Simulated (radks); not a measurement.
Task: These are the eigenvalues of the occupied orbitals of an atom or ion with whole-number occupations (eV). All-electron calculation, scalar-relativistic Kohn-Sham, r2SCAN, spin-polarised, spherical densities, finite nucleus; meta-GGA in the generalised Kohn-Sham scheme; Fermi nuclear charge, rms radius of each element as measured or else 0.836 A^(1/3) + 0.57 fm. Program: a radial shooting solver on a logarithmic mesh with Libxc functionals.

| orbital | eigenvalue |
|---|---|
| 1s up | -65420.55 |
| 1s down | -65420.55 |
| 2s up | -11268.80 |
| 2s down | -11268.79 |
| 2p up | -9900.600 |
| 2p down | -9900.592 |
| 3s up | -2629.747 |
| 3s down | -2629.024 |
| 3p up | -2219.012 |
| 3p down | -2218.286 |
| 3d up | -1731.917 |
| 3d down | -1731.364 |
| 4s up | -588.9019 |
| 4s down | -587.5292 |
| 4p up | -453.3134 |
| 4p down | -451.9673 |
| 4d up | -277.1641 |
| 4d down | -275.8337 |
| 5s up | -129.4772 |
| 5s down | -128.9505 |
| 5p up | -95.1446 |
| 5p down | -94.7875 |
| 4f up | -82.6589 |
| 4f down | -81.4081 |

Which element is it, and in what charge state? The configuration may be excited. Open shells, if any, are filled with parallel spins first.

Result: Z = 72, hafnium, charge +5: Hf5+ in [Xe] 4f13. The list shows which subshells hold electrons but not how many an open one holds; the 1s level, -2404.2 hartree, gives Z - s = 69.3 by -(Z - s)^2/2, which with screening and relativity narrows Z to a few neighbours, and the depths of the outer levels then fix element, charge and occupations together.
